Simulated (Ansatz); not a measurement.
Complex (SMILES): F (HF) with F (HF), atoms 1 to 2 the first; geometry from B3LYP-D3(BJ)/def2-TZVP, monomers rigid:
```xyz
4

F     -0.1109     0.0578    -0.7031
H      0.2570     0.2171     0.1337
F      1.2812     1.5025    -2.5344
H      0.7179     0.9578    -2.0301
```

Basis-set convergence of the uncorrected interaction energy at MP2 with Ansatz (an electronic-structure program). Cartesian d functions, on some or all atoms, in 6-31G*, 6-31+G*; all else is spherical. Cores are frozen. No added dispersion term, no relativity. Functions are those of the species that has most. Reference: the counterpoise-corrected one, Hartree-Fock in aug-cc-pV5Z plus the correlation part extrapolated as X^-3 from aug-cc-pVQZ and aug-cc-pV5Z, -4.56 kcal/mol, itself unsure by roughly 0.02 kcal/mol (a third of the extrapolation step and of the last Hartree-Fock step, counterpoise-corrected). Deviations are taken from unrounded values.

```csv
basis,functions,uncorrected interaction energy (kcal/mol)
6-31G*,34,-7.48
6-31+G*,42,-5.37
cc-pVDZ,38,-7.17
aug-cc-pVDZ,64,-4.69
def2-SVP,38,-7.12
def2-SVPD,62,-5.24
pcseg-1,38,-6.01
aug-pcseg-1,64,-5.11
6-311G**,48,-6.39
6-311+G**,56,-4.72
def2-TZVP,74,-4.92
def2-TZVPD,98,-4.43
cc-pVTZ,88,-5.61
aug-cc-pVTZ,138,-4.75
pcseg-2,88,-4.59
aug-pcseg-2,138,-4.86
def2-TZVPP,90,-4.87
def2-TZVPPD,114,-4.57
cc-pVQZ,170,-5.01
aug-cc-pVQZ,252,-4.73
def2-QZVPP,174,-4.73
def2-QZVPPD,198,-4.60
pcseg-3,186,-4.69
aug-pcseg-3,268,-4.95
cc-pV5Z,292,-4.70
aug-cc-pV5Z,414,-4.68
```

What the diffuse functions change, pair by pair:
- 6-31G* to 6-31+G*: 8 more functions, deviation -2.91 to -0.81 kcal/mol
- cc-pVDZ to aug-cc-pVDZ: 26 more functions, deviation -2.60 to -0.12 kcal/mol
- def2-SVP to def2-SVPD: 24 more functions, deviation -2.55 to -0.67 kcal/mol
- pcseg-1 to aug-pcseg-1: 26 more functions, deviation -1.44 to -0.55 kcal/mol
- 6-311G** to 6-311+G**: 8 more functions, deviation -1.82 to -0.16 kcal/mol
- def2-TZVP to def2-TZVPD: 24 more functions, deviation -0.35 to 0.14 kcal/mol
- cc-pVTZ to aug-cc-pVTZ: 50 more functions, deviation -1.05 to -0.19 kcal/mol
- pcseg-2 to aug-pcseg-2: 50 more functions, deviation -0.03 to -0.30 kcal/mol
- def2-TZVPP to def2-TZVPPD: 24 more functions, deviation -0.31 to -0.01 kcal/mol
- cc-pVQZ to aug-cc-pVQZ: 82 more functions, deviation -0.45 to -0.17 kcal/mol
- def2-QZVPP to def2-QZVPPD: 24 more functions, deviation -0.16 to -0.04 kcal/mol
- pcseg-3 to aug-pcseg-3: 82 more functions, deviation -0.13 to -0.39 kcal/mol
- cc-pV5Z to aug-cc-pV5Z: 122 more functions, deviation -0.13 to -0.12 kcal/mol

Leaving out the reference's own pair, they bring the value nearer the reference by more than 0.02 kcal/mol in 10 of 12 pairs.
